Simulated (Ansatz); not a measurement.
Molecule: sum formula SnH3Cl, net charge 0, singlet state. 
Coordinates optimised at B3LYP-D3(BJ)/def2-TZVP (Ansatz, an electronic-structure program):
```
Sn
H 1 1.7045
H 1 1.7045 2 112.69
H 1 1.7045 2 112.69 3 128.90
Cl 1 2.3564 2 106.02 3 -115.55
```

Parts of the frozen-core correlation energy in def2-QZVPP (Ansatz, hartree). Frozen orbitals: 14; correlated occupied orbitals by spin: 7 and 7; virtual: 221 and 221. Spin-orbit coupling is left out. Past Kr the def2 sets carry scalar-relativistic core potentials.

```
term                            value
-------------------------  ----------
reference (HF)             -674.65142
MP2 opposite-spin            -0.26848
MP2 same-spin                -0.06467
CCSD correlation             -0.36780
(T)                          -0.01429
T1 diagnostic                   0.008
largest doubles amplitude       0.018
```
